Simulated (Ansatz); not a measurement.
Sn3H8, 11 atoms. Hardware: 4 threads of Arm Neoverse V2 on a shared host.

In the def2 sets Sn takes a core potential; there is no spin–orbit coupling. Correlated methods freeze 12 core orbitals; core or outer-core shells of Sn are correlated, in sets that lack core-valence functions.

How many basis functions does each of these Ansatz runs have, and roughly what does it cost? r2SCAN-D4/def2-TZVP, charge 1 doublet at the geometry of the charge 0 singlet, energy, from earlier orbitals; CCSD(T)/def2-SVP, charge 1 doublet at the geometry of the charge 0 singlet, energy, from earlier orbitals; PBE-D4/def2-TZVP, charge 0 triplet at the geometry of the charge 0 singlet, energy, from earlier orbitals; PBE0-D4/def2-SVP, charge 0 singlet, energy, from earlier orbitals; PBE-D4/def2-TZVPD, charge -1 doublet at the geometry of the charge 0 singlet, energy, from earlier orbitals; PBE-D4/def2-SVP, charge 0 singlet, energy, from earlier orbitals; r2SCAN-D4/def2-TZVP, charge 0 triplet at the geometry of the charge 0 singlet, energy, from earlier orbitals; HF/def2-TZVP, charge 0 singlet, energy, from earlier orbitals; MP2/def2-TZVP, charge 0 singlet, energy, from earlier orbitals; PBE0-D4/def2-TZVP, charge 1 doublet at the geometry of the charge 0 singlet, energy, from earlier orbitals; HF/STO-3G, charge 0 singlet, energy; CCSD(T)/def2-SVP, charge 0 singlet, energy, from earlier orbitals.

Other jobs shared the machine, so times can vary by a factor of up to 3. A dash marks memory too small to be measured apart from the calling script's.

```tsv
run	functions	fitting or Cholesky vectors	wall time	peak host memory (GiB)
HF/STO-3G, charge 0 singlet, energy	89	1192	0.95 s	–
PBE-D4/def2-SVP, charge 0 singlet, energy, from earlier orbitals	118	1337	1.1 s	–
PBE0-D4/def2-SVP, charge 0 singlet, energy, from earlier orbitals	118	1434	1.9 s	–
HF/def2-TZVP, charge 0 singlet, energy, from earlier orbitals	198	1936	2.1 s	0.64
MP2/def2-TZVP, charge 0 singlet, energy, from earlier orbitals	198	1838	3.4 s	0.55
PBE-D4/def2-TZVP, charge 0 triplet at the geometry of the charge 0 singlet, energy, from earlier orbitals	198	1516	4.6 s	–
PBE0-D4/def2-TZVP, charge 1 doublet at the geometry of the charge 0 singlet, energy, from earlier orbitals	198	1735	8.5 s	0.84
PBE-D4/def2-TZVPD, charge -1 doublet at the geometry of the charge 0 singlet, energy, from earlier orbitals	240	1620	8.5 s	–
r2SCAN-D4/def2-TZVP, charge 1 doublet at the geometry of the charge 0 singlet, energy, from earlier orbitals	198	1516	10 s	–
r2SCAN-D4/def2-TZVP, charge 0 triplet at the geometry of the charge 0 singlet, energy, from earlier orbitals	198	1516	11 s	–
CCSD(T)/def2-SVP, charge 0 singlet, energy, from earlier orbitals	118	1434	18 s	0.82
CCSD(T)/def2-SVP, charge 1 doublet at the geometry of the charge 0 singlet, energy, from earlier orbitals	118	1434	82 s	2
```
